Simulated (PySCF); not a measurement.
Species: C7H10N (doublet state).
Z-matrix (Å and degrees, GFN2-xTB geometry), rows numbered from 1:
```
C 
N   1  1.2503
C   2  1.4305  1  120.56
C   3  1.5514  2  110.53  1  -127.33
C   4  1.4841  3  105.33  2  -138.35
C   5  1.4407  4  110.72  3    20.65
C   6  1.5276  5  116.21  4    49.69
C   7  1.4884  6   60.57  5   -94.66
H   1  1.0977  2  124.37  3     0.54
H   1  1.0801  2  118.61  3  -179.42
H   3  1.1060  2  111.89  1    -4.22
H   4  1.0980  3  108.17  2   -18.48
H   4  1.0924  3  111.88  2    98.93
H   5  1.0714  4  123.94  3  -152.50
H   6  1.0809  5  119.97  4  -158.65
H   7  1.0773  6  117.95  8   108.42
H   7  1.0793  6  117.14  8  -108.17
H   8  1.0803  3  117.28  2   -86.47
```

The hyperfine couplings belong to this conformer and change with its torsions.

As a line formula: `C=N[C@@H]1C[CH][C@@H]2C[C@@H]21` [radical].

The calculation used UKS B3LYP, pcH-1 on C H N, non-relativistic, mean-field spin-orbit, GIAO (PySCF 2.14.0). Geometry: GFN2-xTB, one conformer, isolated molecule. A GFN2-xTB geometry isn't a minimum of the functional, and hyperfine couplings can be far from their values at a DFT geometry. No stability test was run, so a lower SCF solution isn't excluded.

Principal values of hyperfine tensors in MHz (contact and dipolar terms together), for some of the nuclei:

| atom | isotope | A1 | A2 | A3 |
| --- | --- | --- | --- | --- |
| H12 | 1H | 120.57 | 122.87 | 134.41 |
| C5 | 13C | 6.06 | 6.35 | 234.99 |
| C7 | 13C | 54.83 | 55.30 | 84.92 |
| H14 | 1H | -99.35 | -61.52 | -25.51 |
| H13 | 1H | 49.87 | 50.36 | 62.62 |
| C6 | 13C | -40.04 | -39.09 | -34.70 |
| C4 | 13C | -29.78 | -27.57 | -26.06 |
| H15 | 1H | 10.83 | 12.33 | 21.66 |

Problem. Split each tensor into its isotropic and traceless parts, and turn a_iso into mT with g = 2.0026.

Solution. a_iso = (A1 + A2 + A3)/3, Ti = Ai − a_iso; 1 mT corresponds to 28.030 MHz.

```json
{"atom": "H12", "a_iso (MHz)": "125.95", "a_iso (mT)": "4.494", "T1": "-5.38", "T2": "-3.08", "T3": "8.46"}
{"atom": "C5", "a_iso (MHz)": "82.47", "a_iso (mT)": "2.942", "T1": "-76.40", "T2": "-76.12", "T3": "152.52"}
{"atom": "C7", "a_iso (MHz)": "65.02", "a_iso (mT)": "2.320", "T1": "-10.19", "T2": "-9.72", "T3": "19.91"}
{"atom": "H14", "a_iso (MHz)": "-62.13", "a_iso (mT)": "-2.216", "T1": "-37.23", "T2": "0.61", "T3": "36.62"}
{"atom": "H13", "a_iso (MHz)": "54.28", "a_iso (mT)": "1.937", "T1": "-4.41", "T2": "-3.93", "T3": "8.34"}
{"atom": "C6", "a_iso (MHz)": "-37.94", "a_iso (mT)": "-1.354", "T1": "-2.10", "T2": "-1.15", "T3": "3.25"}
{"atom": "C4", "a_iso (MHz)": "-27.80", "a_iso (mT)": "-0.992", "T1": "-1.98", "T2": "0.24", "T3": "1.75"}
{"atom": "H15", "a_iso (MHz)": "14.94", "a_iso (mT)": "0.533", "T1": "-4.11", "T2": "-2.61", "T3": "6.72"}
```

Problem. What spin density at the nucleus of C6 lies behind its contact coupling (g_N = 1.40482)?

Solution. a_FC = (2μ0/3) gₑ μB g_N μN ρ(0)/(2S·h) = 800.24 MHz × g_N × ρ(0)/(2S), with ρ in bohr⁻³. With a_FC = -37.94 MHz and 2S = 1, ρ(0) = -0.03375 bohr⁻³.

Problem. C8 (13C, g_N = 1.40482) isn't in the table. Its spin density at the nucleus is 0.02423 bohr⁻³. What is its contact coupling?

Solution. By the same relation, a_FC = 27.2 MHz. Its full tensor has the principal values 20.15, 20.93, 40.62 MHz.

Problem. Which nucleus of the table has the largest anisotropic coupling, and what is its form?

Solution. C5: -76.4, -76.1, 152.5 MHz, axial, in the ratio −1:−1:+2, the form that spin in one p orbital centred on that nucleus gives.

Problem. What first-order splitting does H12 cause when the field lies along A1, A2 or A3 of its tensor (g taken as isotropic, no quadrupole term)?

Solution. 2 lines (I = 1/2), spaced by |A_i|/(g × 13.996): 4.30, 4.38, 4.80 mT along the axes of A1, A2 and A3.

On one thread of an Arm Neoverse V1, shared host, this took 91 s (grids of density and orbitals included) and 0.98 GiB of memory at its peak.
